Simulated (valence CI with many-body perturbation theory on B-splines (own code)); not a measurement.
Bi51+: key properties

Computed by relativistic CI+MBPT: four valence electrons over a frozen Dirac-Fock core [Ar] 3d10, a basis of 11 s, 11 p, 10 d, 8 f, 5 g, 2 h functions for each j, with the one-electron correlation potential Σ1, the two-electron term Σ2, the three-electron term Σ3, Breit, model QED; selected CI, second order for the rest, scaled by the run's own slope (own B-spline code, finite nucleus).

The last digits are not significant, and no measured levels were compared; by estimate large intervals hold to a few tenths of a per cent, small ones and those within an open d or f shell to about a per cent. Among the levels kept, up to 400 cm⁻¹ of a level comes from second order outside the variational space, and about a tenth of that is noise between levels of different J, which matters for small intervals.

Levels are named by their leading jj configuration (3d3/2^4 stands for four electrons in 3d with j = 3/2), which in mixed levels can hold well under half, so a name can repeat and another be missing.

Rates and lifetimes use the calculated energies. Strong lines usually hold to 10 to 20 %, long lifetimes can be off by a factor of two.

(1) What is the ground level?

(2) How well does LS coupling describe the low levels?

(3) Among levels below 7648.1 × 10³ cm⁻¹, which E1 lines absorb most strongly from the ground level?

(4) Name the longest-lived excited levels whose lifetime is computed, and their main decay.

(5) What is the ionisation energy?

## Answers

(1) (4s^2 4p1/2^2) J=0, composition 69 % 4s2 4p2 3P + 31 % 4s2 4p2 1S.

(2) Among the lowest 20 levels the leading LS term, summed over configurations, holds 59 % on average. For single configurations the figures are 58 % in LS and 97 % in jj coupling. Terms mix most in the J = 2 level at 3904.8 × 10³ cm⁻¹, where the leading one holds 30 %.

(3) to (4s^2 4p1/2 4d3/2) J=1 at 3.261 nm, f = 1.74; to (4s 4p1/2^2 4p3/2) J=1 at 3.994 nm, f = 0.609; to (4s 4p1/2 4p3/2^2) J=1 at 2.541 nm, f = 0.00174.

(4) (4s^2 4p1/2 4p3/2) J=2 at 1435.4 × 10³ cm⁻¹ lives 582 ns, mostly by E2 to (4s^2 4p1/2^2) J=0; (4s^2 4p1/2 4p3/2) J=1 at 1394.7 × 10³ cm⁻¹ lives 30.7 ns, mostly by M1 to (4s^2 4p1/2^2) J=0; (4s^2 4p3/2 4d5/2) J=4 at 4641.0 × 10³ cm⁻¹ lives 26.0 ns, mostly by M1 to (4s^2 4p1/2 4d5/2) J=3.

(5) 3080.3 eV; NIST lists 3078 ± 4 eV (theoretical).
